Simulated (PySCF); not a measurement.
Telling isomers of C5H10Cl2OSi2 apart by NMR

Level of theory: NMR shieldings at PBE0/pcSseg-1/GIAO, GFN2-xTB structure, in PySCF 2.14 (one computed conformer, no solvent, no relativistic terms, averaged over atoms made equivalent by symmetry, fast rotation or ring inversion).

Chemical shifts δ = σref − σ; ¹H (σ = 31.72 ppm) and ¹³C (σ = 186.93 ppm) vs TMS, all at this level. Where no couplings were computed, multiplicities follow the n + 1 count of equivalent neighbours, and m marks all less simple cases (inequivalent or close neighbours, rings, F or P nearby). Shifts are as computed. Against solution values, carbons near 30 ppm lie about +3 ppm off and those near 130 ppm about +5 ppm; carbons on Cl a further +6 ppm. Of 1211 compounds with measured shifts, 218 miss one by over three times the rms of a fit or turn the order of signals round; such compounds aren't used in these exercises. Carbons bonded to Cl come out too deshielded. OH and NH positions are gas-phase values without hydrogen bonding to other molecules.

(1) Tabulate the signals of `OCCC1=C(C(Cl)Cl)[SiH2][SiH2]1`, `C=C[Si@@H](C(=C)O[SiH3])C(Cl)Cl` and their relative energies.

(2) What is the quickest way to tell OCCC1=C(C(Cl)Cl)[SiH2][SiH2]1 from C=C[Si@@H](C(=C)O[SiH3])C(Cl)Cl?

Results:

(1) 
| SMILES | carbon types | δC | δH | E rel. (kcal/mol) |
| --- | --- | --- | --- | --- |
| OCCC1=C(C(Cl)Cl)[SiH2][SiH2]1 | 2×C 1×CH 2×CH2 | 183.4, 164.7, 81.3, 64.9, 37.9 | 6.25 (s, 1H), 4.81 (m, 2H), 4.75 (m, 2H), 4.13 (t, 2H), 3.18 (t, 2H), 0.78 (br s, 1H) | 8.6 |
| C=C[Si@@H](C(=C)O[SiH3])C(Cl)Cl | 1×C 2×CH 2×CH2 | 167.8, 148.2, 137.0, 110.4, 71.9 | 6.81 (m, 1H), 6.74 (m, 1H), 6.28 (m, 1H), 5.90 (d, 1H), 5.12 (m, 1H), 5.03 (m, 1H), 4.97 (s, 3H), 4.78 (m, 1H) | 0.0 |

Energies are electronic energies at PBE0/pcSseg-1 on these geometries, without zero-point or thermal terms, each for the one conformer computed, which needn't be the lowest.

(2) Both give the same number of carbon signals, but DEPT or the intensities differ. The first has an allylic sp3 CH2 at 37.9 ppm, the second a terminal =CH2 carbon at 148.2 ppm. Their most deshielded carbons lie at 183.4 and 167.8 ppm. In the proton spectra the most deshielded non-exchanging signals are 6.25 (s, 1H) and 6.81 (m, 1H).
